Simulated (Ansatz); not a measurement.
`OC(O)=[Se]` and `BC(O)=[Se]` differ in one atom or group.

Ansatz, PBE0-D4/def2-TZVP geometries, multiplicity 1. Each molecule was computed in one conformer, which needn't be the lowest.

Scalar relativity is left out up to krypton.

```json
{"property": "zero-point energy (PBE0-D4/def2-TZVP) / kJ/mol", "`OC(O)=[Se]`": "97.2"}
{"property": "HOMO energy (B3LYP/def2-TZVPP) / eV", "`OC(O)=[Se]`": "-6.44"}
{"property": "HOMO–LUMO gap (ωB97M-V/def2-TZVPP) / eV", "`OC(O)=[Se]`": "9.83"}
{"property": "size of the dipole moment (ωB97M-V/def2-TZVPP) / D", "`OC(O)=[Se]`": "1.02"}
{"property": "HOMO energy (PBE/def2-TZVPP) / eV", "`OC(O)=[Se]`": "-5.51"}
{"property": "size of the dipole moment (B3LYP/def2-TZVPP) / D", "`OC(O)=[Se]`": "0.90"}
```

**Question.** What does the change do to each property? (Estimate.)

**Answer.** Ansatz gave: 
| property | `BC(O)=[Se]` | shift |
| --- | --- | --- |
| zero-point energy (PBE0-D4/def2-TZVP) / kJ/mol | 110.5 | 13.3 |
| HOMO energy (B3LYP/def2-TZVPP) / eV | -7.13 | -0.69 |
| HOMO–LUMO gap (ωB97M-V/def2-TZVPP) / eV | 9.55 | -0.28 |
| size of the dipole moment (ωB97M-V/def2-TZVPP) / D | 2.68 | 1.66 |
| HOMO energy (PBE/def2-TZVPP) / eV | -6.27 | -0.76 |
| size of the dipole moment (B3LYP/def2-TZVPP) / D | 2.55 | 1.65 |

With PBE0 the HOMO falls by 0.66 eV and the LUMO falls by 0.81 eV, so the gap narrows by about 0.15 eV. PBE moves the HOMO by -0.76 eV and ωB97M-V by -0.58 eV. The zero-point energy changes by 13.3 kJ/mol with +3 modes. Dipoles are sizes alone; their direction can turn.

B3LYP here is the variant with VWN-RPA as its local correlation; programs differ in this.

Spin–orbit coupling is left out; it splits and shifts lone-pair levels of the heavy atoms by tenths of an eV.
